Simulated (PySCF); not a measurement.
This PySCF input asks for the NMR shieldings of SMILES CC[C@@H]1OBO[C@@H]1F, C$_{4}$H$_{8}$BFO$_{2}$; the geometry comes from GFN2-xTB.

```python
import basis_set_exchange as bse
import numpy as np
from pyscf import gto, dft
from pyscf.prop import nmr

atoms = """
C     2.211692   -0.134909   -0.182233
C     0.943569    0.600554    0.230494
C    -0.245085   -0.355415    0.310046
O    -0.576890   -0.871312   -0.969494
B    -1.874535   -0.620776   -1.227378
O    -2.501495    0.025310   -0.192407
C    -1.565918    0.319177    0.776800
F    -1.422642    1.685652    0.856906
H     3.034723    0.567277   -0.284953
H     2.483144   -0.880253    0.562163
H     2.056367   -0.636840   -1.133496
H     1.074576    1.071399    1.206377
H     0.712194    1.380502   -0.496546
H    -0.003674   -1.205528    0.960727
H    -2.420543   -0.938706   -2.198029
H    -1.913082    0.002812    1.769613
"""
names = dict.fromkeys(["C", "O", "B", "F", "H"], "pcSseg-1")
basis = {el: gto.basis.parse(bse.get_basis(n, elements=[el], fmt="nwchem")) for el, n in names.items()}
mol = gto.M(atom=atoms, basis=basis, charge=0, verbose=0)
mf = dft.RKS(mol, xc="PBE0")
mf.grids.level = 2
mf.grids.alignment = dft.numint.BLKSIZE   # the property module wants whole blocks of grid points
mf.conv_tol = 1e-9
mf.kernel()

calc = nmr.RKS(mf)   # GIAO
C = mf.mo_coeff
Co = C[:, mf.mo_occ > 0]
resp = mf.gen_response(singlet=True, hermi=2)
def vind(x):   # induced exchange potential for any number of trial vectors
    d = np.einsum("pi,xij,qj->xpq", C, 2 * x.reshape(-1, C.shape[1], Co.shape[1]), Co, optimize=True)
    return np.einsum("xpq,pi,qj->xij", resp(d - d.transpose(0, 2, 1)), C, Co, optimize=True).ravel()
mo1, _ = nmr.rhf.solve_mo1(calc, with_cphf=vind)
sigma = calc.kernel(mo1)
for i, s in enumerate(sigma):   # ppm
    print("%2d %-2s %9.2f" % (i, mol.atom_pure_symbol(i), np.trace(s) / 3))
```

Q: Give the expected output.

A: 
```
 0 C     173.51
 1 C     158.32
 2 C      99.59
 3 O     172.14
 4 B      72.72
 5 O     143.82
 6 C      71.31
 7 F     322.74
 8 H      30.42
 9 H      30.84
10 H      30.13
11 H      30.00
12 H      30.08
13 H      27.50
14 H      27.58
15 H      25.33
```

These numbers come from an equivalent density-fitted implementation of the same equations, which agrees with the script to about 0.01 ppm for H and up to a few tenths of a ppm for heavy atoms, so last digits may differ.

Size and cost of the density-fitted run: 176 basis functions, 36 s wall time on 1 thread of an Arm Neoverse N1, shared host; peak memory 0.79 GiB.
